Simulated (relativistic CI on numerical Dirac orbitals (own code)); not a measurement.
Method of calculation: Dirac-Coulomb-Breit CI, orbitals from a KLI potential per configuration, a model potential for QED, unscaled Slater integrals (own radial code, finite nucleus).

The strongest absorption lines from the ground level of an ion, among the configurations computed and to levels below about 252 eV (vacuum wavelength in nm, gf): 6.2974 (0.55), 6.4104 (0.22), 6.4969 (0.43), 6.7238 (0.77), 6.7449 (0.68), 6.7626 (0.26), 6.8318 (0.27), 6.8849 (0.23).

(1) Which ion is it?
A. Pd²³⁺
B. Cd²⁵⁺
C. Pd²⁵⁺
D. Sn²⁷⁺

Results:

(1) A. Pd²³⁺ has 23 electrons and the ground level 3s²3p⁶3d⁵ ⁶S5/2; the strongest line goes to 3s²3p⁵3d⁶ ⁶P°3/2. The pattern of lines fixes the number of electrons, and along that sequence the line energies rise steadily with the charge (about as its square where n changes within one kind of shell, about linearly where n is kept but much faster in heavy ions where fine structure, which grows about as Z⁴, sets the gap, and irregularly where shells cross), which fixes Z. Configurations outside the model, such as inner-shell arrays, can give stronger lines. At this charge energies of transitions that change n are usually good to better than 1 %, and those within a shell (Δn = 0) to a few per cent. Terms inside the open d or f shell come out 10 to 20 % too wide with unscaled integrals.

LS names give the leading component of a level, which can be under half, so a name can repeat, a term be missing and a line seem to break the LS rules.
